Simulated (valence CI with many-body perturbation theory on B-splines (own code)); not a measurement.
**E1 line list for Zr⁸⁺**

Computed by valence CI with perturbative core correlation (CI+MBPT): four valence electrons over a frozen Dirac-Fock core [Ar] 3d10, a basis of 11 s, 11 p, 10 d, 8 f, 5 g, 2 h functions for each j, with the one-electron correlation potential Σ1, the two-electron term Σ2, the three-electron term Σ3, Breit, model QED; selected CI, second order for the rest, scaled by the run's own slope (own B-spline code, finite nucleus).

No measured levels were compared; by estimate levels hold to about 250 cm⁻¹ or 0.2 % of their energy and the worst to 1 %, as in measured heavy ions of charge 2 to 7; those with d or f electrons hold less well. Among the levels kept, up to 830 cm⁻¹ of a level comes from second order outside the variational space, and about a tenth of that is noise between levels of different J, which matters for small intervals.

Lines 251 to 300 of 544 in falling wavelength, among levels below 779270 cm⁻¹, chosen from the strongest by gf and those to the six lowest levels. Wavelengths and rates use the calculated energies, so an error of 500 cm⁻¹ moves a line at 34.97 nm by 0.17 % and its rate by three times that or more. Electric multipoles are in the length gauge, E1 and E2 with the static RPA response of the core. Weak lines are less certain than strong ones. Lines between different terms over intervals too small for the method are left out, as are lines whose strength nearly cancels. Where a level lies close to another of its J and parity, the split of strength between their lines is uncertain. The highest levels of a list are the least certain.

Names give the largest LS component (configuration and term), which can be under half, so a name can repeat, a term be missing and a line seem to break the LS rules; names also repeat where a configuration has a term twice. Letters in brackets count levels of one name in rising energy.

```tsv
λ vac (nm)	Upper	Lower	A (s⁻¹)	S (a.u.) with core polarisation	S without
34.97	4s 4p2 4d 1D_2 [c]	4s2 4p 4d 1D°_2	1.01e+10	1.06e+00	1.15e+00
34.91	4s2 4p 4f 3G_3	4s2 4p 4d 3P°_2	2.28e+09	3.35e-01	3.54e-01
34.72	4s2 4p 5p 3D_2	4s2 4p 4d 3F°_3	1.36e+10	1.40e+00	1.38e+00
34.71	4s2 4p 4d 3D°_1	4s2 4p2 1S_0	7.18e+07	4.45e-03	4.78e-03
34.52	4s 4p2 4d 1F_3 [a]	4s 4p3 1D°_2	1.64e+09	2.33e-01	2.59e-01
34.40	4s 4p2 4d 3P_1 [a]	4s 4p3 3P°_2	7.45e+09	4.49e-01	4.95e-01
34.18	4s2 4p 4f 3D_3	4s2 4p 4d 3D°_2	8.36e+09	1.15e+00	1.22e+00
34.15	4s2 4p 5p 3D_3	4s2 4p 4d 3F°_4	1.61e+10	2.21e+00	2.18e+00
34.12	4s 4p3 1P°_1	4s2 4p2 3P_1	5.32e+09	3.13e-01	3.46e-01
34.10	4s2 4p 4f 3D_3	4s2 4p 4d 3D°_3	1.29e+10	1.77e+00	1.91e+00
34.01	4s2 4p 5p 3P_1	4s2 4p 4d 3F°_2	4.81e+09	2.80e-01	2.77e-01
34.01	4s 4p2 4d 3P_1 [a]	4s 4p3 3P°_0	3.27e+09	1.91e-01	2.10e-01
33.86	4s2 4p 4f 3G_4	4s2 4p 4d 3F°_4	1.74e+09	2.99e-01	3.33e-01
33.79	4s2 4p 4f 3F_3	4s2 4p 4d 3P°_2	1.19e+10	1.58e+00	1.69e+00
33.68	4s 4p2 5p 5D°_1 [a]	4s 4p2 4d 5F_2	6.20e+09	3.50e-01	3.43e-01
33.57	4p3 4d 3F°_2 [c]	4s 4p2 4d 5F_1	2.07e+09	1.93e-01	1.98e-01
33.56	4s 4p2 4f 5G°_3	4s 4p2 4d 5F_3	1.65e+09	2.15e-01	2.22e-01
33.51	4s 4p2 5p 5D°_0	4s 4p2 4d 5F_1	1.98e+10	3.68e-01	3.62e-01
33.47	4s2 4p 4d 3F°_2	4s2 4p2 3P_2	9.27e+08	8.58e-02	9.38e-02
33.46	4s2 4p 4f 3D_2	4s2 4p 4d 3D°_2	1.77e+10	1.64e+00	1.76e+00
33.42	4s 4p2 4d 3P_0 [a]	4s 4p3 3P°_1	1.66e+10	3.05e-01	3.36e-01
33.36	4s 4p2 5p 5D°_2	4s 4p2 4d 5F_3	1.41e+10	1.29e+00	1.26e+00
33.20	4s 4p2 4f 5G°_4	4s 4p2 4d 5F_3	1.15e+10	1.87e+00	1.95e+00
33.18	4s2 4p 4f 3D_2	4s2 4p 4d 3P°_1	1.36e+10	1.22e+00	1.30e+00
33.18	4s 4p2 5p 5D°_1 [b]	4s 4p2 4d 5F_2	5.38e+09	2.91e-01	2.84e-01
33.14	4s 4p2 4f 5G°_3	4s 4p2 4d 5F_2	9.11e+09	1.15e+00	1.19e+00
33.09	4s 4p2 4f 5G°_2	4s 4p2 4d 5F_1	6.48e+09	5.79e-01	6.00e-01
33.09	4s2 4p 4f 3D_3	4s2 4p 4d 1D°_2	5.55e+09	6.95e-01	7.44e-01
32.99	4s2 4p 4f 3D_1	4s2 4p 4d 3D°_2	5.31e+09	2.82e-01	3.03e-01
32.95	4s 4p2 5p 5D°_2	4s 4p2 4d 5F_2	5.10e+09	4.50e-01	4.46e-01
32.89	4s 4p2 4d 1P_1 [a]	4s 4p3 1D°_2	1.66e+10	8.75e-01	9.66e-01
32.85	4s 4p3 1P°_1	4s2 4p2 3P_0	7.49e+08	3.93e-02	4.33e-02
32.72	4s2 4p 4f 3D_1	4s2 4p 4d 3P°_1	3.61e+10	1.87e+00	2.01e+00
32.67	4s2 4p 4d 3F°_3	4s2 4p2 3P_2	1.59e+09	1.92e-01	2.08e-01
32.64	4s2 4p 4d 3F°_2	4s2 4p2 3P_1	3.39e+08	2.91e-02	3.15e-02
32.62	4s2 4p 4f 3G_4	4s2 4p 4d 3F°_3	2.95e+10	4.54e+00	4.82e+00
32.61	4s 4p2 4d 5P_2	4s 4p3 3D°_3	5.32e+09	4.55e-01	4.98e-01
32.60	4s2 4p 4f 3F_3	4s2 4p 4d 3F°_4	2.16e+09	2.59e-01	2.89e-01
32.55	4s2 4p 4d 3P°_2	4s2 4p2 1D_2	1.07e+10	9.09e-01	9.99e-01
32.52	4s 4p2 4d 1F_3 [b]	4s2 4p 4d 3D°_2	3.72e+09	4.42e-01	4.73e-01
32.50	4s 4p2 4d 3F_3 [c]	4s 4p3 1D°_2	1.49e+09	1.76e-01	1.93e-01
32.46	4s 4p2 4d 3P_2 [a]	4s 4p3 3D°_3	1.05e+10	8.83e-01	9.72e-01
32.42	4s2 4p 4f 3D_1	4s2 4p 4d 3P°_0	3.78e+10	1.91e+00	2.04e+00
32.39	4s 4p2 4d 5F_2	4s 4p3 5S°_2	1.32e+08	1.11e-02	1.20e-02
32.34	4s2 4p 4f 1G_4	4s2 4p 4d 3F°_4	2.08e+09	3.13e-01	3.44e-01
32.19	4s 4p2 4d 1S_0	4s 4p3 1P°_1	1.83e+10	3.01e-01	3.29e-01
32.19	4s 4p2 4d 1D_2 [d]	4s2 4p 4d 3D°_2	3.63e+09	2.98e-01	3.22e-01
32.15	4s 4p2 4d 5P_2	4s 4p3 3D°_2	2.90e+09	2.38e-01	2.60e-01
32.01	4s 4p2 4d 3P_2 [a]	4s 4p3 3D°_2	1.02e+10	8.25e-01	9.05e-01
32.00	4s 4p2 4d 5F_3	4s 4p3 5S°_2	2.90e+08	3.28e-02	3.55e-02
```
